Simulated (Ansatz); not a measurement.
Consider the substitution at a C–N bond: `C[NH][AlH][Cl]` + `O[SiH2][O][GeH3]` → `CO[SiH2][O][GeH3]` + `[NH2][AlH][Cl]`.

Isolated molecules relaxed with PBE0-D4/def2-TZVP in Ansatz; ΔE leaves out vibrations. CBS: MP2 limit from def2 TZ/QZ plus the TZ coupled-cluster correction, frozen cores. Functionals use def2-TZVPP. B3LYP here is the variant with VWN-RPA as its local correlation; programs differ in this. For Ge outer-core shells are correlated without core-valence functions, which leaves a few kJ/mol of doubt a bond. Scalar relativity is left out up to krypton. One conformer a species, not always the lowest.

| level | ΔE (kcal/mol) | difference from CCSD(T)/CBS |
| --- | --- | --- |
| PBE-D4 | 4.5 | 0.5 |
| r2SCAN-D4 | 3.5 | -0.5 |
| PBE0-D4 | 4.1 | 0.1 |
| B3LYP-D4 | 3.2 | -0.8 |
| ωB97X-V | 3.3 | -0.7 |
| ωB97M-V | 3.5 | -0.5 |
| B2PLYP | 3.6 | -0.4 |
| PBE | 4.5 | 0.5 |
| r2SCAN | 3.5 | -0.5 |
| PBE0 | 4.2 | 0.2 |
| B3LYP | 3.3 | -0.7 |
| HF/def2-TZVPP | 1.5 | -2.5 |
| MP2/def2-TZVPP | 4.6 | 0.6 |
| SCS-MP2/def2-TZVPP | 3.9 | -0.1 |
| CCSD/def2-TZVPP | 3.6 | -0.4 |
| CCSD(T)/def2-TZVPP | 3.9 | -0.1 |
| HF/def2-QZVPP | 1.4 | -2.6 |
| MP2/def2-QZVPP | 4.6 | 0.6 |
| SCS-MP2/def2-QZVPP | 4.0 | 0.0 |
| HF/CBS(def2) | 1.4 | -2.6 |
| MP2/CBS(def2) | 4.7 | 0.7 |
| CCSD/CBS(def2) | 3.7 | -0.3 |
| CCSD(T)/CBS | 4.0 | 0 |

Largest T1 diagnostic among the species: 0.012.

In def2-TZVPP, CCSD(T) changes the Hartree–Fock value by +2.4 kcal/mol (the triples alone add +0.3 kcal/mol) and MP2 by +3.1 kcal/mol.
